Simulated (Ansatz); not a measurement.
Reaction (formal exchange of groups at the Al–Si bond): `[SiH3][AlH][Br]` + `N=CF` → `[F][AlH][Br]` + `N=C[SiH3]`

Program: Ansatz. Geometries: PBE0-D4/def2-TZVP. ΔE: electronic, gas phase. CCSD(T)/CBS is the MP2 limit (def2-TZVPP, def2-QZVPP) plus CCSD(T) − MP2 in def2-TZVPP, frozen cores. This one scheme is used for every species. For Br outer-core shells are correlated without core-valence functions, which leaves a few kJ/mol of doubt a bond. Scalar relativity is left out up to krypton. One conformer a species, not always the lowest.

| species | CCSD(T)/CBS(def2) energy (Eh) |
| --- | --- |
| `[SiH3][AlH][Br]` | -3106.86630 |
| `N=CF` | -193.72220 |
| `[F][AlH][Br]` | -2915.86674 |
| `N=C[SiH3]` | -384.79808 |

Work out ΔE.

ΔE = (-2915.86674) + (-384.79808) − (-3106.86630) − (-193.72220) = -0.07632 Eh = -2.08 eV.

Largest T1 diagnostic among the species: 0.013.

Leaving LDA and LC-ωPBE aside and taking each functional with its dispersion term where it has one, the values, not all of them listed here, spread over 0.34 eV, from B2PLYP to PBE-D4. LDA lies +0.08 eV from PBE without D4. From PBE to PBE0 (25 % exact exchange), in def2-TZVPP and without D4, ΔE moves by −0.06 eV.
